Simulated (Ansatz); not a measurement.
`OC([SiH3])S` + HCl → `OC([SiH3])Cl` + H₂S  (substitution at a C–S bond)

Program: Ansatz. Geometries: PBE0-D4/def2-TZVP. ΔE: electronic, gas phase. CCSD(T)/CBS is the MP2 limit (def2-TZVPP, def2-QZVPP) plus CCSD(T) − MP2 in def2-TZVPP, frozen cores. This one scheme is used for every species. Functionals use def2-TZVPP. Each species was taken in one conformer, which may not be the lowest.

```tsv
level	ΔE (kcal/mol)
B97M-V	-1.4
BHLYP-D4	-2.0
```

What does CCSD(T)/CBS give? (An estimate is asked.)

Ansatz gave: -1.0 kcal/mol. The listed levels differ from it by -0.4, -1.0 kcal/mol.

What do rigid-rotor, harmonic-oscillator terms from PBE0-D4/def2-TZVP frequencies (298.15 K, 1 bar) make of the CCSD(T)/CBS value? (An estimate is asked.)

Computed: ΔZPE = +0.3 kcal/mol, ΔH = -0.9 kcal/mol, ΔS = 7 J/(mol·K), ΔG = -1.3 kcal/mol.

Largest T1 diagnostic among the species: 0.012.

At CCSD(T), def2-SVP lies −1.0 kcal/mol from the extrapolated value and def2-TZVPP −0.1 kcal/mol. Leaving LDA and LC-ωPBE aside and taking each functional with its dispersion term where it has one, the values, not all of them listed here, spread over 1.3 kcal/mol, from BLYP-D4 to PBE-QIDH. LDA lies +0.9 kcal/mol from PBE without D4.
